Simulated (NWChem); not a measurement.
Molecule: C$_{2}$H$_{6}$FLa; SMILES [CH3][La]([CH3])[F]

All runs: NWChem. Geometry: optimised at PBE0/def2-SVP. Not confirmed as a minimum by frequencies. def2 effective core potentials on La; no spin-orbit coupling. Level M06-2X/def2-SVP: energy and gradient on several grids; changes count from the extra-fine grid, which is no exact limit either.

```csv
grid,size of the energy change (μHa),largest change of a gradient component (μHa/bohr),"time, medium = 1 (rough)"
xcoarse,9000,4000,about 1
coarse,60,700,about 1
medium,30,500,about 1
fine,20,100,about 1
xfine,< 10,< 30,2
```
